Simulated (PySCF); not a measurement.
# Distorted geometries of Sm2S3

Sm2S3 (singlet in the valence; each metal's 4f electrons, 5 of them, lie in its core potential, out of spins and levels). PySCF 2.14.0, RKS BP86, Sm lcecp-1-SVP with ECP51, S def2-SVP; non-relativistic Hamiltonian with scalar-relativistic core potentials where named; density fitting; no spin-orbit coupling. Relaxed geometry:

```xyz
5

Sm   -0.3419   -0.5806    2.4456
Sm   -0.3419   -0.5806   -2.4456
S    -0.8126   -1.3798    0.0000
S     0.8581    1.4571    2.6726
S     0.8581    1.4571   -2.6726
```

Q: Order these distorted geometries by energy above the relaxed one, lowest first.
A.
```xyz
5

Sm   -0.4189   -0.5670    2.5405
Sm   -0.2621   -0.6575   -2.5347
S    -0.7430   -1.4109   -0.1986
S     0.8377    1.4203    2.7454
S     0.8061    1.5883   -2.5526
```
B.
```xyz
5

Sm   -0.3022   -0.5964    2.5044
Sm   -0.2515   -0.5187   -2.5406
S    -0.9647   -1.4835   -0.0077
S     0.9403    1.4468    2.7053
S     0.7979    1.5251   -2.6614
```
C.
```xyz
5

Sm   -0.5156   -0.6525    2.7334
Sm   -0.2330   -0.4177   -2.5254
S    -0.4896   -1.3800    0.1004
S     0.8120    1.4589    2.6316
S     0.6460    1.3645   -2.9399
```

A: B (0.25 eV), A (0.36 eV), C (2.13 eV).

Q: Which forces (eV/Å) act in the one that lies 0.36 eV up?

A: 
```
Sm  -0.07 -0.25 -1.43
Sm   0.83  1.65 -0.58
S   -0.09 -0.01  1.98
S   -0.03 -0.06  0.11
S   -0.64 -1.33 -0.09
```
Forces carry noise of the integration grid, about 0.01 to 0.03 eV/Å.

A frequency check found unstable modes (1, the lowest at -35 cm⁻¹), so the relaxed geometry is a saddle point, or these are noise. An lcecp potential fixes the number of 4f electrons, so in runs with it no electron can move into or out of that shell.
